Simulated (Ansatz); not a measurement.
Abridged output of a molecular run in Ansatz:

```
Functional definition: HF
989 factors; integrals over basis functions are off by at most 1.3e-3 eV
mean field evaluation 1: about -61085.9124 eV, gradient 4.2e1 eV
mean field evaluation 2: about -61085.9736 eV, gradient 4.2e1 eV
mean field evaluation 4: about -61089.8405 eV, gradient 4.0e0 eV
mean field evaluation 8: about -61089.8921 eV, gradient 3.4e-1 eV
mean field evaluation 16: about -61089.7671 eV, gradient 3.9e0 eV
mean field -61089.89262704 eV, -2245.0121458274 hartree, gradient 8.6e-6 eV, S^2 0.000000; 0 other end points of the search recorded, 0 dependent functions left out
12 core orbitals not correlated: weight in the atoms' cores, before any rotation towards them, 1.000 or more for the frozen orbitals, at most 0.000 for the correlated occupied ones
reference -61089.89262704 eV, -2245.0121458274 hartree; 17, 17 occupied and 70, 70 virtual orbitals, 989 factors
second order -19.76561689 eV of doubles, -0.00000000 eV of singles
cycle   1  -19.64918491 eV  change    1.2e-1 eV  update   1.1e-1
cycle   2  -20.22228482 eV  change   -5.7e-1 eV  update   3.5e-2
cycle   3  -20.36541620 eV  change   -1.4e-1 eV  update   2.0e-2
cycle   4  -20.35705077 eV  change    8.4e-3 eV  update   5.0e-3
cycle   5  -20.35516442 eV  change    1.9e-3 eV  update   2.5e-3
cycle   6  -20.35603658 eV  change   -8.7e-4 eV  update   7.7e-4
cycle   7  -20.35559550 eV  change    4.4e-4 eV  update   3.0e-4
cycle   8  -20.35551062 eV  change    8.5e-5 eV  update   8.9e-5
cycle   9  -20.35551595 eV  change   -5.3e-6 eV  update   3.8e-5
perturbative correction -0.62474845 eV, -0.0229590822 hartree
Total energy: -61110.87289145 eV, -2245.7831563232 hartree
```

Its atoms:

Z-matrix (Å, degrees):
```
Ge
C 1 1.885
O 1 1.831 2 45.7
N 1 1.814 2 122.5 3 98.9
H 1 1.523 2 125.7 3 -89.4
H 2 1.091 1 119.7 3 -105.4
H 2 1.090 1 121.0 3 105.2
H 4 1.010 1 115.2 2 -143.3
H 4 1.010 1 114.9 2 -14.4
```

(1) Which basis set was used?
A. cc-pV(Q+d)Z
B. def2-SVP
C. def2-TZVPP
D. def2-SVPD

(2) Write the keys of the input that set method, charge and spin (a neutral closed shell needs none for the last two).

Results:

(1) B. It gives 99 functions.

(2) 
```yaml
correlation: {method: ccsd_t}
```
